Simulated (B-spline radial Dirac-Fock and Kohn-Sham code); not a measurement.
**As³²⁺: scattering cross sections and density moments**

System: As³²⁺, 1s1.

The computed values come from a radial atomic solver: Dirac-Fock orbitals of the configuration average with a finite nucleus.

```
Sum of ⟨r⟩                          : 0.04456 bohr
Sum of ⟨r²⟩                         : 0.002661 bohr²
Sum of ⟨1/r⟩                        : 34.000 per bohr
Langevin diamagnetic susceptibility : -0.00211 × 10⁻⁶ cm³/mol
Lamb shielding (α²/3)Σ⟨1/r⟩         : 603.5 ppm
```

Coherent scattering is the Thomson cross section weighted by f₀², without anomalous dispersion; incoherent scattering is Klein-Nishina weighted by S. The Lamb formula is the non-relativistic shielding expression. Electron correlation is left out. A dash stands where the photon energy is too low for the impulse approximation behind that column.

```csv
hν (keV),coherent (b),incoherent (b),incoherent per electron (b)
2,0.6649,–,–
5,0.6631,–,–
8.0478,0.6598,–,–
10,0.6569,–,–
17.4793,0.6402,–,–
30,0.5959,–,–
50,0.5005,–,–
500,0.01993,0.2710,0.271
```
